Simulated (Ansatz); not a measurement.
A nudged elastic band was laid between two geometries of C2H7FN2Si (13 atoms, charge 0, multiplicity 1).

Theory: RKS r2SCAN/def2-SVP (Ansatz 0.2.0).

```
movable images  : 5
climbing image  : yes
spring          : 5.0 eV/Å²
optimiser       : quadratic models (default)
start path      : through a guess of the saddle point
force threshold : 0.05 eV/Å
iteration limit : 60
end points      : relaxed
```

First end point:

```xyz
13
Properties=species:S:1:pos:R:3
C -1.445 -1.604 1.559
N -0.895 -1.472 0.423
C -0.591 -0.161 -0.059
F -0.889 0.847 0.899
N 0.760 -0.091 -0.455
Si 1.447 1.320 -1.228
H -1.668 -2.621 1.916
H -1.713 -0.753 2.210
H -1.265 0.068 -0.907
H 1.361 -0.706 0.089
H 2.695 0.888 -1.921
H 0.428 1.803 -2.203
H 1.796 2.446 -0.307
```

Last end point:

```xyz
13
Properties=species:S:1:pos:R:3
C -1.091 -1.848 1.024
N -1.490 -0.651 1.147
C -0.841 0.385 0.386
F -0.970 1.550 1.138
N 0.517 0.143 0.052
Si 1.353 1.014 -1.220
H -1.604 -2.637 1.595
H -0.250 -2.149 0.368
H -1.424 0.548 -0.542
H 1.065 -0.104 0.878
H 2.577 0.237 -1.568
H 0.410 1.071 -2.373
H 1.768 2.408 -0.870
```

Q: Which bonds break or form, and what moves?

A: No bond is made or broken. The dihedral C1–N2–C3–N5 goes from 128 to -28°.

Q: Give the energies along the band, and the barrier.

A: The forces met the threshold. The highest image is number 5 of 0 to 6, 0.141 eV above the first end and 0.028 eV above the last; the last end lies 0.113 eV above the first. The profile has 2 maxima (images 2, 5) with wells between them (image 3): this band takes more than one step, which may be the mechanism or a detour left from its start path. A vibrational analysis at the climbing image gives one clearly imaginary mode, 113i cm⁻¹: a first-order saddle point.

| image | path coordinate (Å) | energy (eV) | dihedral C1–N2–C3–N5 (°) |
| --- | --- | --- | --- |
| 0 | 0.00 | 0.000 | 128 |
| 1 | 1.03 | 0.065 | 159 |
| 2 | 2.05 | 0.095 | -161 |
| 3 | 3.08 | 0.049 | -134 |
| 4 | 4.11 | 0.079 | -103 |
| 5 | 5.13 | 0.141 | -63 |
| 6 | 6.03 | 0.113 | -28 |

Q: What is the geometry of the highest image?

A: 
```xyz
13
Properties=species:S:1:pos:R:3
C -1.228 -1.842 1.004
N -1.141 -0.651 1.427
C -0.704 0.356 0.492
F -0.803 1.579 1.149
N 0.616 0.111 0.034
Si 1.346 1.053 -1.253
H -1.553 -2.632 1.697
H -0.986 -2.148 -0.035
H -1.393 0.430 -0.373
H 1.224 -0.179 0.801
H 2.547 0.304 -1.721
H 0.321 1.148 -2.332
H 1.774 2.436 -0.876
```

The band took 15 iterations and of the order of 12 core-minutes.

Run time: 6.2 min on 2 threads of Arm Neoverse V1, on a shared host, peak memory 0.19 GiB.
